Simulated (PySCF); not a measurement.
A species of formula C5H6OS has this rotational fingerprint, computed with PBE0-D3(BJ)/def2-TZVP geometry optimisation, gas phase in PySCF:

```
Rotational constants : A = 6087, B = 1298, C = 1186 MHz
Dipole components    : |μa| = 1.36 D, |μb| = 0.23 D, |μc| = 0.66 D
Inertial defect      : -46.08 u·Å²
κ                    : -0.95
```

**Question.** Which structure is it? (One computed conformer of each.)
A. `[CH3:1][O:2][c:3]1[cH:4][cH:5][s:6][cH:7]1` with C1–O2–C3–C4 179°
B. `[CH3:1][S:2][c:3]1[cH:4][cH:5][o:6][cH:7]1` with C1–S2–C3–C4 -179°
C. `[SH:1][CH2:2][c:3]1[cH:4][cH:5][cH:6][o:7]1` with H–S1–C2–C3 -62°, S1–C2–C3–C4 -106°
D. `[CH3:1][O:2][c:3]1[cH:4][cH:5][cH:6][s:7]1` with C1–O2–C3–C4 -179°

**Answer.** C. It is SCc1ccco1, a near-prolate asymmetric top, point group C1. The candidates at the same level (rigid rotor, commonest isotopes):

```csv
SMILES,A (MHz),B (MHz),C (MHz),μa (D),μb (D),μc (D),Δ (u·Å²),point group,rotor
SCc1ccco1,6087,1298,1186,1.36,0.23,0.66,-46.08,C1,near-prolate asymmetric top
COc1cccs1,4919,1938,1403,0.76,0.68,0.00,-3.23,Cs,asymmetric top
CSc1ccoc1,5918,1515,1216,0.38,0.78,0.00,-3.24,Cs,asymmetric top
COc1ccsc1,5729,1589,1254,0.89,0.59,0.00,-3.21,Cs,asymmetric top
```

`CSc1ccoc1` has B 17 % too high; `COc1ccsc1` has B 22 % too high; `COc1cccs1` has B 49 % too high. No structure here is proved a minimum.
